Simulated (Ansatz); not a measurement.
This geometry of Cl3FH2NTa + H2S (11 atoms, charge 0, multiplicity 1) is a first-order saddle point.

Theory: Ansatz 0.2.0, RHF/def2-SVP.

```xyz
11
Properties=species:S:1:pos:R:3
Ta -0.152 0.162 -0.128
Cl 2.406 -0.813 -0.315
N 0.174 0.584 1.756
H -0.084 -0.093 2.458
H 0.598 1.382 2.194
F 0.109 0.291 -2.000
Cl -2.247 1.119 -0.324
Cl -0.757 -2.046 0.221
S 1.543 2.179 -0.270
H 1.492 2.383 -1.589
H 2.381 0.709 -0.331
```

Problem. Which two structures does it join? (They come from a converged band through this point; their orientation in space is the band's.)

Solution. Bonds broken: Ta1–Cl2, S9–H11. Bonds formed: Ta1–S9, Cl2–H11. Cl3FH2NTa + H2S becomes Cl2FH3NSTa + ClH.

First end point:

```xyz
11
Properties=species:S:1:pos:R:3
Ta -0.328 -0.460 0.073
Cl 1.808 -1.465 0.097
N 0.120 0.346 1.782
H 1.003 0.218 2.245
H -0.447 1.039 2.237
F 0.079 0.252 -1.611
Cl -2.288 0.847 0.085
Cl -1.464 -2.469 0.236
S 2.255 2.936 -0.726
H 1.551 2.621 -1.814
H 3.176 1.992 -0.933
```

Last end point:

```xyz
11
Properties=species:S:1:pos:R:3
Ta -0.630 0.487 -0.268
Cl 3.714 -0.616 1.159
N 0.114 0.415 1.555
H 0.938 -0.105 1.816
H -0.187 0.967 2.341
F -1.286 0.771 -2.043
Cl -2.580 1.437 0.578
Cl -0.280 -1.766 -0.683
S 1.189 1.920 -0.879
H 0.891 2.056 -2.176
H 3.580 0.291 0.273
```

Problem. How far does it lie above each of them?

Solution. 142.0 kJ/mol above the first and 73.8 kJ/mol above the second. This is the barrier of this one path; another mechanism may lie lower. The orbitals stay closed-shell, which can raise the energy where a bond breaks towards radicals; this wasn't checked here.

Run time: 16 min on 4 threads of Arm Neoverse V1, with other jobs on the host, peak memory 0.52 GiB.
